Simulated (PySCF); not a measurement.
**Which determinant of RhC lies lowest?**

Unrestricted PBE0; PySCF, scalar-relativistic core potentials, basis sets Rh def2-TZVPP with ECP28, C def2-TZVPP. Outer shells of the fragments: Rh 4d8 5s1; C 2s2 2p2.

Followed along the bond (rough minima from three points):

| 2Ms+1 | unpaired | ⟨S²⟩ at the start | R at minimum (Å) | Te (eV) |
| --- | --- | --- | --- | --- |
| 2 | σ ↑ | 0.80 | 1.59 | 0.00 |
| 2 | π ↑ | 1.01 | 1.64 | 1.13 |
| 2 | δ ↑ | 0.91 | 1.68 | 1.59 |
| 4 | σ ↑, π ↑, δ ↑ | 3.76 | 1.71 | 1.72 |
| 2 | σ ↑, π ↓, δ ↑ | 1.79 | 1.74 | 2.02 |
| 2 | σ ↑, π ↓, δ ↑ | n/a | 1.74 | 2.02 |

Solutions found at the starting distance of 1.885 Å, counted from the lowest of them; the search is not exhaustive and high or unbound solutions are not listed, so other states can lie among these:

```csv
2Ms+1,unpaired,term,E (eV),⟨S²⟩,⟨Lz²⟩,μ (D)
2,σ ↑,²Σ⁺,0.00,0.80,0.00,-2.51
2,π ↑,mixed,0.58,1.01,1.52,-3.48
4,"σ ↑, π ↑, δ ↑",mixed,0.68,3.76,5.02,-2.93
2,δ ↑,²Δ,0.78,0.91,4.01,-2.15
2,"σ ↑, π ↓, δ ↑",mixed,0.89,1.79,5.01,-2.96
4,"σ ↑, π ↑↑",mixed,1.75,3.76,2.01,-2.91
4,"π ↑↑, δ ↑",⁴Δ,1.75,3.77,4.01,-4.28
4,"σ ↑↑, π ↑",⁴Π,2.04,3.84,1.08,-2.28
6,"σ ↑↑, π ↑↑, δ ↑",⁶Δ,2.25,8.76,4.01,-3.08
4,"σ ↑↑, δ ↑",⁴Δ,2.49,3.88,4.01,1.41
```

A term symbol is given only where ⟨S²⟩ and ⟨Lz²⟩ are close to those of a pure state; real π, δ and φ orbitals otherwise mix terms. A positive dipole means Rh(−)C(+).

Question: Compare the gap between the two lowest followed solutions at the starting distance with the gap between their minima.

Answer: At PBE0 the second solution (doublet, unpaired electrons π ↑) lies +0.58 eV from the first (doublet, unpaired electrons σ ↑) at 1.885 Å and +1.13 eV at the minima; the two curves relax by different amounts, since their minima lie near 1.64 and 1.59 Å.

Spin–orbit coupling is left out. The state is the lowest single determinant that the PBE0 search found; with open d or f shells the true ground state can be another one.
